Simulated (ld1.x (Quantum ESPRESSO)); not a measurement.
## Varying the PAW potential for Zn

Base potential:

ld1.x (Quantum ESPRESSO) 7.5 input, shortened:

```
&input
   title='Zn', zed=30., rel=1, dft='PZ', iswitch=3,
   config='[Ar] 3d10 4s0.5 4p0 4f-2'
 /
 &inputp
   pseudotype=3, lpaw=.true., tm=.true., lloc=-1, rcloc=1.35,
   nlcc=.true., new_core_ps=.true., rcore=1.00,
   which_augfun='PSQ', rmatch_augfun_nc=.true.
 /
8
4S  1  0   0.50   0.00  1.80  2.15  0.0
4S  1  0   0.00  -0.50  1.80  2.15  0.0
4P  2  1   0.00   0.00  2.70  2.90  0.0
4P  2  1   0.00  -0.20  2.70  2.90  0.0
3D  3  2  10.00   0.00  1.05  1.35  0.0
3D  3  2   0.00  -1.05  1.05  1.35  0.0
4F  4  3  -2.00   0.30  1.45  2.00  0.0
4F  4  3  -2.00   2.10  1.45  2.00  0.0
 &test
   configts(1)='3d10 4s0.5 4p0'
 /
```

Cutoffs, loose and tight: the cutoffs (Ry, on a coarse ladder) from which the occupation-weighted sum of valence levels, in a spherical-Bessel basis at the reference potential, stays within 10 and 1 mRy of its value at 400 Ry. They do not see the model core or the augmentation charge, which bear on the density cutoff. Test errors are all-electron minus pseudo excitation energies from the reference, over the configurations 3d10 4s2 4p0; 3d10 4s1 4p0; 3d10 4s0 4p0; 3d10 4s0 4p2; 3d9 4s2 4p0; 3d9 4s2 4p1; 3d10 4s0 4p1 (two spin-polarised tests are not counted in the largest error). A dash means not determined; rows that change the core or the reference have their own tests.

| change | outcome | cutoff, loose | cutoff, tight | bound ghosts | largest test error (meV) |
| --- | --- | --- | --- | --- | --- |
| base | generated | 70 Ry | 110 Ry | none | -34 |
| core correction Bessel-smoothed model core inside 0.54 bohr | generated | 70 Ry | 110 Ry | none | -34 |
| core correction Bessel-smoothed model core inside 0.68 bohr | generated | 70 Ry | 110 Ry | none | -33 |
| core correction Bessel-smoothed model core inside 0.86 bohr | generated | 70 Ry | 110 Ry | none | -33 |
| core correction Bessel-smoothed model core inside 1.04 bohr | generated | 70 Ry | 110 Ry | none | -34 |
| core correction Bessel-smoothed model core inside 1.14 bohr | generated | 70 Ry | 110 Ry | none | -35 |
| core correction Bessel-smoothed model core inside 1.32 bohr | generated | 70 Ry | 110 Ry | none | -36 |
| core correction Bessel-smoothed model core inside 1.48 bohr | generated | 70 Ry | 110 Ry | none | -37 |
| core correction Bessel-smoothed model core inside 1.60 bohr | generated | 70 Ry | 110 Ry | none | -37 |

Q: What comes out with this change to the base: core correction a·sin(br)/r model core, default radius (ld1.x builds one for every PAW set, though the input has nlcc=.false.)?

A: outcome: generated; cutoff, loose: 70 Ry; cutoff, tight: 110 Ry; bound ghosts: none; largest test error (meV): -24.
